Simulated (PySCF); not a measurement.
## CsRb⁺: one state, many levels of theory

State: ²Σ⁺ (doublet), unpaired electrons σ ↑. Set-up: PySCF, scalar-relativistic core potentials, basis sets Cs def2-SVPD with ECP46, Rb def2-SVPD with ECP28. De refers to Cs⁺ + Rb in their ground configurations, without counterpoise correction. The functionals are run spin-unrestricted. A positive dipole points towards Rb; it is taken about the centre of mass and depends on that origin.

| Level | Re (Å) | ωe (cm⁻¹) | De (eV) | μ (D) | CPU s a point (SCF and correlation, without the integrals) |
| --- | --- | --- | --- | --- | --- |
| UHF | 5.551 | 32.7 | 0.51 | 0.89 | 0.16 |
| UHF-MP2 | 5.284 | 34.1 | 0.51 | n/a | 0.27 |
| UHF-SCS-MP2 | 5.333 | 33.9 | 0.51 | n/a | n/a |
| UHF-CCSD | 5.272 | 34.2 | 0.51 | n/a | n/a |
| UHF-CCSD(T) | 5.265 | 34.2 | 0.51 | n/a | 9.7 |
| PBE | 5.273 | 30.3 | 0.62 | 1.27 | 0.39 |
| PW91 | 5.237 | 30.6 | 0.63 | 1.29 | 0.31 |
| TPSS | 5.366 | 31.2 | 0.64 | 1.40 | 0.54 |
| r²SCAN | 5.218 | 34.0 | 0.56 | 0.94 | 0.51 |
| PBE0 | 5.264 | 32.5 | 0.60 | 1.16 | 0.9 |
| ωB97X | 5.432 | 31.5 | 0.468 | 1.07 | 0.64 |
| B2PLYP | 5.236 | 32.8 | 0.53 | 0.84 | 0.44 |

Q: Which functional lies closest to UHF-CCSD(T) in De, which farthest, and by how much do they differ from it?

A: Closest is B2PLYP (-2.9 pm in Re, -4.1 % in ωe, +0.02 eV in De against UHF-CCSD(T) in the same basis), farthest TPSS (+10.1 pm in Re, -8.8 % in ωe, +0.13 eV in De). CCSD(T) converges more slowly with the basis than the functionals do and binds too weakly in this one, so the order can change at the basis-set limit.

Q: What does a quarter of exact exchange do here, going from PBE to PBE0?

A: PBE0 less PBE: -0.9 pm in Re, +7.3 % in ωe, -0.02 eV in De. Exact exchange removes part of the self-interaction that spreads semilocal densities, and in most molecules shortens and stiffens the bond and lowers De; so it does here.

Q: What does the step from GGA to meta-GGA do here, going from PBE to r²SCAN?

A: r²SCAN less PBE: -5.5 pm in Re, +12.2 % in ωe, -0.06 eV in De. 

Correlated steps freeze no core orbitals. Correlated levels converge slowly with the basis: in double zeta they bind strong bonds too weakly, by up to about 1 eV, and carry superposition errors of some tenths. Spin–orbit coupling is left out. For an ion De counts to the pair picked by the measured ionisation energies or electron affinities, which need not be the lowest pair at this level. B2PLYP dipoles, levels and charges come from its SCF part alone. The state was picked by a PBE0 search and need not be the measured ground state.

The whole job (state search and all levels along the bond) took about 2.2 min on 1 thread of Oxide Virtual Turin-like (shared host), peak memory 0.77 GiB.
